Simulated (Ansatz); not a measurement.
O2Ti, singlet, at a GFN2-xTB geometry (such geometries of metal compounds can be far from the true shape).

Ansatz (an electronic-structure program) was given this input:
Ansatz 0.2 input:
```yaml
crystal:
  periodic: [false, false, false]
  atoms:
    - {symbol: Ti, position_ang: [0.23899428, 0.04573060, 0.28655580]}
    - {symbol: O, position_ang: [0.69526851, 0.11672313, -1.27662119]}
    - {symbol: O, position_ang: [-1.35250277, -0.24248227, 0.48859274]}
basis:
  gaussian:
    orbitals: STO-3G
hamiltonian:
  xc: blyp
accuracy: high
```

### Question
What does this run give for the number of basis functions, total energy?

### Answer

```
Item                               Result
-------------------------  --------------
number of basis functions              28
total energy               -989.024405 Ha
```
